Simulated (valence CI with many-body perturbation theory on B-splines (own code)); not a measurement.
Questions on Bi LXXVI

Calculated by configuration interaction combined with many-body perturbation theory (CI+MBPT): six valence electrons over a frozen Dirac-Fock core [He], a basis of 9 s, 9 p, 8 d, 6 f, 3 g, 1 h functions for each j, with the one-electron correlation potential Σ1, the two-electron term Σ2, the three-electron term Σ3, Breit, model QED; selected CI, second order for the rest, scaled by the run's own slope (own B-spline code, finite nucleus).

The last digits are not significant, and no measured levels were compared; by estimate large intervals hold to a few tenths of a per cent, small ones and those within an open d or f shell to about a per cent. Among the levels kept, up to 1900 cm⁻¹ of a level comes from second order outside the variational space, and about a tenth of that is noise between levels of different J, which matters for small intervals.

Levels are named by their leading jj configuration (3d3/2^4 stands for four electrons in 3d with j = 3/2), which in mixed levels can hold well under half, so a name can repeat and another be missing.

Rates and lifetimes use the calculated energies. Strong lines usually hold to 10 to 20 %, long lifetimes can be off by a factor of two.

Q: What is the ground level?

A: (2s^2 2p1/2^2 2p3/2^2) J=2, composition 68 % 2s2 2p4 3P + 32 % 2s2 2p4 1D, g = 1.293.

Q: What is the ionisation energy?

A: 20921 eV; NIST lists 20920 ± 100 eV (theoretical).

Q: Among levels below 1030.8 Ry, which E1 lines absorb most strongly from the ground level?

A: to (2s^2 2p1/2^2 2p3/2 3d5/2) J=3 at 0.1028 nm, f = 0.828; to (2s^2 2p1/2^2 2p3/2 3d5/2) J=2 at 0.1029 nm, f = 0.264; to (2s 2p1/2^2 2p3/2^2 3p1/2) J=3 at 0.08955 nm, f = 0.138.

Q: How well does LS coupling describe the low levels?

A: Among the lowest 20 levels the leading LS term, summed over configurations, holds 60 % on average. For single configurations the figures are 60 % in LS and 100 % in jj coupling. Terms mix most in the J = 2 level at 811.1 Ry, where the leading one holds 26 %.

Q: Name the longest-lived excited levels whose lifetime is computed, and their main decay.

A: (2s^2 2p1/2^2 2p3/2^2) J=0 at 5.3 Ry lives 8.04 ms, mostly by E2 to (2s^2 2p1/2^2 2p3/2^2) J=2; (2s^2 2p1/2 2p3/2^3) J=2 at 177.5 Ry lives 16.0 ps, mostly by M1 to (2s^2 2p1/2^2 2p3/2^2) J=2; (2s^2 2p1/2 2p3/2^3) J=1 at 176.1 Ry lives 7.08 ps, mostly by M1 to (2s^2 2p1/2^2 2p3/2^2) J=2.
